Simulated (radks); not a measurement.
The numbers below are computed, except where a source is named.
Eu2+, 61 electrons, occupied as [Xe] 4f7. Level of theory: scalar-relativistic Kohn-Sham, PBE, spin-polarised, spherical densities, point nucleus; open shells are filled with parallel spins first (spin-orbit coupling, left out, can overturn this in heavy ions) (a radial shooting solver on a logarithmic mesh with Libxc functionals).

Unscreened Slater integrals over Kohn-Sham orbitals (eV). They are taken over the spin-up orbitals.

F0(4f,4f): 27.348
F2(4f,4f): 12.615
F4(4f,4f): 7.8418
F6(4f,4f): 5.6213
F0(4f,5p): 18.079
F2(4f,5p): 6.4592
G2(4f,5p): 3.6691
G4(4f,5p): 2.7646
F0(4f,5s): 20.330
G3(4f,5s): 4.1640
F0(4f,4d): 31.489
F2(4f,4d): 14.755
F4(4f,4d): 9.3474
G1(4f,4d): 17.337
G3(4f,4d): 10.814
G5(4f,4d): 7.6261
F0(5p,5p): 15.283
F2(5p,5p): 8.2241
F0(5p,5s): 16.390
G1(5p,5s): 10.928
F0(5p,4d): 19.194
F2(5p,4d): 5.2837
G1(5p,4d): 1.4599
G3(5p,4d): 1.4194
F0(5s,5s): 17.848
F0(5s,4d): 21.902
G2(5s,4d): 2.3066
F0(4d,4d): 37.446
F2(4d,4d): 19.032
F4(4d,4d): 12.726

Derived for the open shells (J is the average intra-shell exchange parameter used in DFT+U). 4f: F4/F2 = 0.622, F6/F2 = 0.446, J = (286 F2 + 195 F4 + 250 F6)/6435 = 1.017 eV.
